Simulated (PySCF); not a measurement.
TaBr4, SMILES [Br][Ta]([Br])([Br])[Br] (connectivity only; charge and spin as stated), neutral, multiplicity 2.

Coordinates come from a PBE-D3(BJ)/def2-SVP optimisation. The spin state was assumed, not searched. The def2 effective core potentials stand for the cores of Ta; spin–orbit coupling is left out.

Calculation: PBE-D3(BJ)/def2-SVP run with PySCF.

Frequencies are harmonic and unscaled.

Modes within 1.5 cm⁻¹ of each other (mostly degenerate sets) share a row, with their intensities summed.

Computed normal modes with their intensities:
| mode | ν (cm⁻¹) | IR (km/mol) | moving atoms (share of kinetic energy) |
|---|---|---|---|
| 1 | 42 | 0.0 | Br 100 % |
| 2 | 59 | 0.4 | Br 68 %, Ta 32 % |
| 3–4 | 69 | 0.9 | Br 78 %, Ta 22 % |
| 5 | 75 | 0.0 | Br 100 % |
| 6 | 233 | 0.0 | Br 100 % |
| 7 | 257 | 25.9 | Br 68 %, Ta 32 % |
| 8–9 | 274 | 88.7 | Br 58 %, Ta 42 % |
